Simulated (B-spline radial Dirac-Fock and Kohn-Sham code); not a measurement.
**Ni⁷⁺: non-radiative channels of the K vacancy**

System: nickel as Ni⁷⁺ in the configuration 1s2 2s2 2p6 3s2 3p6 3d3.

Model: independent-particle radiative and Coulomb Auger rates from relativistic LDA hole-state orbitals, with Dirac-Fock energies. Program: a B-spline atomic structure program. Kinetic energies are configuration averages from the vacuum level; the two-hole energies are estimated from single-hole states.

| transition | kinetic energy (eV) | width (meV) | share (%) |
| --- | --- | --- | --- |
| K-L1L1 | 6041.8 | 50.2 | 6.1 |
| K-L1L2 | 6188.3 | 59.0 | 7.2 |
| K-L1L3 | 6205.9 | 106 | 12.9 |
| K-L2L2 | 6311.3 | 10.8 | 1.3 |
| K-L2L3 | 6334.2 | 261 | 31.7 |
| K-L3L3 | 6350.5 | 144 | 17.5 |
| K-L1M1 | 7003.7 | 15.4 | 1.9 |
| K-L1M2 | 7050.0 | 9.17 | 1.1 |
| K-L1M3 | 7052.8 | 16.5 | 2.0 |
| K-L2M1 | 7143.3 | 7.75 | 0.9 |
| K-L3M1 | 7160.4 | 13.9 | 1.7 |
| K-L2M2 | 7191.8 | 3.18 | 0.4 |
| K-L2M3 | 7193.1 | 35.0 | 4.2 |
| K-L3M2 | 7207.4 | 34.7 | 4.2 |
| K-L3M3 | 7211.0 | 39.2 | 4.8 |
| K-M2M3 | 8027.6 | 4.71 | 0.6 |

For K holes below about Z = 40 intermediate coupling redistributes the KLL shares among these jj groups. The listed channels hold 99 % of the non-radiative rate. Summed by principal shells, of 0.823 eV in all: KLL 76.7 %, KLM 21.8 %, KMM 1.5 %.

Values without a named source are computed, but for edge energies of neutral atoms, which are taken from tables.
